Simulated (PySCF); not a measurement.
## Working out the excitation energy of Mg

Mg [Ne] 3s2 (1S) → Mg [Ne] 3s1 4s1 (3S). All numbers are calculated (PySCF 2.14, no relativity, point nucleus, in aug-cc-pVDZ (5s4p2d, 27 functions)). Frozen: [Ne]. Energies in hartree (1 hartree = 27.21139 eV):

```csv
part,Mg (lower),Mg (upper)
UHF,-199.608339,-199.452407
MP2 opposite-spin,-0.021691,0.000000
MP2 same-spin,0.000000,-0.001913
```

What does Hartree-Fock give?

(-199.452407) − (-199.608339) = 0.155932 hartree = 4.243 eV.

What do MP2 and SCS-MP2 (6/5 opposite-spin, 1/3 same-spin) give?

The opposite-spin parts differ by 0.590 eV and the same-spin parts by -0.052 eV. MP2: 4.243 + (0.590) + (-0.052) = 4.781 eV. SCS-MP2: 4.243 + 1.2 × (0.590) + (-0.052)/3 = 4.934 eV.

Measured between the centres of the two terms (NIST): 5.108 eV, so MP2 (valence) is off by -0.327 eV.

A double-zeta basis recovers only part of the correlation energy.

What remains against the reference includes basis incompleteness, the frozen core and correlation beyond second order.
